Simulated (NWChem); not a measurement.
The numbers come from NWChem runs, not from measurements. System: HAl, charge 0, spin multiplicity 1, at a geometry optimised with PBE/def2-SVP. The structure started from a generated list of species. Level: TD-PBE0/6-31G* (spherical d).

The NWChem input:

```
start mol
memory heap 200 mb stack 900 mb global 1100 mb
geometry units angstroms nocenter noautoz noautosym
  Al     0.000000     0.000000     0.120297
  H      0.000000     0.000000    -1.563858
end
basis spherical
  * library 6-31g*
end
dft
  xc pbe0
  semidirect memsize 60000000 filesize 0
  iterations 100
end
tddft
  rpa
  nroots 10
  notriplet
end
task tddft energy
```

NWChem printed:

```
             Northwest Computational Chemistry Package (NWChem) 7.3.0
             --------------------------------------------------------

                                NWChem Input Module
                                -------------------

 Scaling coordinates for geometry "geometry" by  1.889725989
 (inverse scale =  0.529177249)

                             Geometry "geometry" -> ""
                             -------------------------

 Output coordinates in angstroms (scale by  1.889725989 to convert to a.u.)

  No.       Tag          Charge          X              Y              Z
 ---- ---------------- ---------- -------------- -------------- --------------
    1 Al                  13.0000     0.00000000     0.00000000     0.12029700
    2 H                    1.0000     0.00000000     0.00000000    -1.56385800

 Effective nuclear repulsion energy (a.u.)       4.0847215589

            Nuclear Dipole moment (a.u.)
            ----------------------------
        X                 Y               Z
 ---------------- ---------------- ----------------
     0.0000000000     0.0000000000     0.0000056692


 Summary of "ao basis" -> "" (spherical)
 ------------------------------------------------------------------------------
       Tag                 Description            Shells   Functions and Types
 ---------------- ------------------------------  ------  ---------------------
 *                           6-31g*                   on all atoms

                                 NWChem DFT Module
                                 -----------------

 Summary of "ao basis" -> "ao basis" (spherical)
 ------------------------------------------------------------------------------
       Tag                 Description            Shells   Functions and Types
 ---------------- ------------------------------  ------  ---------------------
 Al                          6-31g*                  8       18   4s3p1d
 H                           6-31g*                  2        2   2s

 Summary of "ao basis" -> "ao basis" (spherical)
 ------------------------------------------------------------------------------
       Tag                 Description            Shells   Functions and Types
 ---------------- ------------------------------  ------  ---------------------
 Al                          6-31g*                  8       18   4s3p1d
 H                           6-31g*                  2        2   2s

            General Information
            -------------------
          SCF calculation type: DFT
          Wavefunction type:  closed shell.
          No. of atoms     :     2
          No. of electrons :    14
           Alpha electrons :     7
            Beta electrons :     7
          Charge           :     0
          Spin multiplicity:     1
          Use of symmetry is: off; symmetry adaption is: off
          Maximum number of iterations: 100
          AO basis - number of functions:    20
                     number of shells:    10
          Convergence on energy requested:  1.00D-06
          Convergence on density requested:  1.00D-05
          Convergence on gradient requested:  5.00D-04

              XC Information
              --------------
                         PBE0 Method XC Functional
                     Hartree-Fock (Exact) Exchange  0.250
          PerdewBurkeErnzerhof Exchange Functional  0.750
            Perdew 1991 LDA Correlation Functional  1.000 local
           PerdewBurkeErnz. Correlation Functional  1.000 non-local
[...]
  ----------------------------------------------------------------------------
  Root   6 singlet a              0.297725941 a.u.                8.1015 eV
  ----------------------------------------------------------------------------
     Transition Moments    X  0.00000   Y  0.00000   Z -1.95746
     Transition Moments   XX -1.70672  XY -0.00000  XZ -0.00000
     Transition Moments   YY -1.70672  YZ -0.00000  ZZ -1.52733
     Dipole Oscillator Strength                    0.7605217972
     Electric Quadrupole                           0.0000000015
     Magnetic Dipole                               0.0000000000
     Total Oscillator Strength                     0.7605217987

          sigma_e =   2.3083 Angstrom
          sigma_h =   1.7314 Angstrom
         |d_h->e| =   0.3306 Angstrom
            d_exc =   2.8144 Angstrom
            d_CD1 =   0.9076 Angstrom
            d_CD2 =  -1.6892 Angstrom
            d_CD3 =   3.1451 Angstrom
     Pearson C.C. =   0.0643

     Occ.    6  a   ---  Virt.   10  a    0.10804 X
     Occ.    6  a   ---  Virt.   11  a    0.05178 X
     Occ.    7  a   ---  Virt.   10  a    0.44109 X
     Occ.    7  a   ---  Virt.   10  a   -0.05324 Y
     Occ.    7  a   ---  Virt.   11  a   -0.88949 X
  ----------------------------------------------------------------------------
  Root   7 singlet a              0.362115800 a.u.                9.8537 eV
  ----------------------------------------------------------------------------
     Transition Moments    X  0.02920   Y  0.00478   Z  0.00000
     Transition Moments   XX -0.00000  XY -0.00000  XZ -1.50572
     Transition Moments   YY  0.00000  YZ -0.24661  ZZ  0.00000
     Dipole Oscillator Strength                    0.0002114178
     Electric Quadrupole                           0.0000005887
     Magnetic Dipole                               0.0000000381
     Total Oscillator Strength                     0.0002120446

          sigma_e =   2.4565 Angstrom
          sigma_h =   1.7440 Angstrom
         |d_h->e| =   0.0356 Angstrom
            d_exc =   3.0142 Angstrom
            d_CD1 =   0.7481 Angstrom
            d_CD2 =  -2.0646 Angstrom
            d_CD3 =   3.0498 Angstrom
     Pearson C.C. =  -0.0010

     Occ.    6  a   ---  Virt.    8  a    0.08289 X
     Occ.    6  a   ---  Virt.    9  a   -0.14042 X
     Occ.    7  a   ---  Virt.   12  a   -0.97280 X
     Occ.    7  a   ---  Virt.   13  a   -0.15398 X
     Occ.    7  a   ---  Virt.   17  a   -0.05952 X
  ----------------------------------------------------------------------------
  Root   8 singlet a              0.362115800 a.u.                9.8537 eV
  ----------------------------------------------------------------------------
     Transition Moments    X -0.00478   Y  0.02920   Z  0.00000
     Transition Moments   XX  0.00000  XY -0.00000  XZ  0.24661
     Transition Moments   YY  0.00000  YZ -1.50572  ZZ -0.00000
     Dipole Oscillator Strength                    0.0002114178
     Electric Quadrupole                           0.0000005887
     Magnetic Dipole                               0.0000000381
     Total Oscillator Strength                     0.0002120446

          sigma_e =   2.4565 Angstrom
          sigma_h =   1.7440 Angstrom
         |d_h->e| =   0.0356 Angstrom
            d_exc =   3.0142 Angstrom
            d_CD1 =   0.7481 Angstrom
            d_CD2 =  -2.0646 Angstrom
            d_CD3 =   3.0498 Angstrom
     Pearson C.C. =  -0.0010

     Occ.    6  a   ---  Virt.    8  a   -0.14042 X
     Occ.    6  a   ---  Virt.    9  a   -0.08289 X
     Occ.    7  a   ---  Virt.   12  a    0.15398 X
     Occ.    7  a   ---  Virt.   13  a   -0.97280 X
     Occ.    7  a   ---  Virt.   18  a    0.05952 X
  ----------------------------------------------------------------------------
  Root   9 singlet a              0.398794038 a.u.               10.8517 eV
  ----------------------------------------------------------------------------
     Transition Moments    X  0.00000   Y -0.00000   Z -0.65099
     Transition Moments   XX  1.66926  XY -0.00000  XZ  0.00000
     Transition Moments   YY  1.66926  YZ -0.00000  ZZ  2.52597
     Dipole Oscillator Strength                    0.1126691580
     Electric Quadrupole                           0.0000000826
     Magnetic Dipole                               0.0000000000
     Total Oscillator Strength                     0.1126692406

          sigma_e =   2.1986 Angstrom
          sigma_h =   1.6856 Angstrom
         |d_h->e| =   0.3369 Angstrom
            d_exc =   3.0336 Angstrom
            d_CD1 =   0.8499 Angstrom
            d_CD2 =  -1.6053 Angstrom
            d_CD3 =   3.3704 Angstrom
     Pearson C.C. =  -0.1907

     Occ.    6  a   ---  Virt.   10  a    0.42826 X
     Occ.    6  a   ---  Virt.   11  a   -0.20365 X
     Occ.    7  a   ---  Virt.   10  a    0.10048 X
     Occ.    7  a   ---  Virt.   11  a    0.05393 X
     Occ.    7  a   ---  Virt.   14  a    0.87458 X
  ----------------------------------------------------------------------------
  Root  10 singlet a              0.425470784 a.u.               11.5777 eV
  ----------------------------------------------------------------------------
     Transition Moments    X -0.00000   Y  0.00000   Z  0.56121
     Transition Moments   XX  1.52871  XY -0.00000  XZ  0.00000
     Transition Moments   YY  1.52871  YZ -0.00000  ZZ -3.31915
     Dipole Oscillator Strength                    0.0893381430
     Electric Quadrupole                           0.0000032131
     Magnetic Dipole                               0.0000000000
     Total Oscillator Strength                     0.0893413561

          sigma_e =   2.4266 Angstrom
          sigma_h =   1.3387 Angstrom
         |d_h->e| =   0.3470 Angstrom
            d_exc =   2.8194 Angstrom
            d_CD1 =   1.4349 Angstrom
            d_CD2 =  -1.5356 Angstrom
            d_CD3 =   3.1663 Angstrom
     Pearson C.C. =  -0.0228

     Occ.    6  a   ---  Virt.   10  a    0.86947 X
     Occ.    6  a   ---  Virt.   11  a    0.31015 X
     Occ.    7  a   ---  Virt.   10  a   -0.18233 X
     Occ.    7  a   ---  Virt.   10  a    0.05648 Y
     Occ.    7  a   ---  Virt.   14  a   -0.33903 X

              Target root =      1
          Target symmetry = none
      Ground state energy =   -242.837821613804
        Excitation energy =      0.105532799718
     Excited state energy =   -242.732288814086

  stored tddft:energy   -242.73228881408644

 Task  times  cpu:        4.0s     wall:        4.0s

 Total times  cpu:        4.0s     wall:        4.0s
```
